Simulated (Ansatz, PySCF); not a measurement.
BFH, SMILES [BH]F (connectivity only; charge and spin as stated), charge +1, multiplicity 1.

The structure is a stationary point at PBE0-D3(BJ)/def2-TZVPD. The spin state was assumed, not searched. The isomer is the one that the SMILES or the coordinates give; other isomers of the formula were not compared.

Two levels are set side by side: PBE/def2-TZVPD (Ansatz, a first-principles code) and EOM-CCSD/aug-cc-pVDZ (PySCF). PBE by ΔSCF, the other level by its IP root; same geometry, the bases differ. Differences are taken from unrounded values.

```csv
quantity,PBE
vertical ionisation energy (eV),25.87
```

Task: These are the PBE values. What does EOM-CCSD give? (The exact figures need the calculation; the answer reports its results.)

Result: 
```csv
quantity,EOM-CCSD,PBE minus EOM-CCSD
vertical ionisation energy (eV),26.28,-0.41
```

On these quantities the two levels nearly agree.
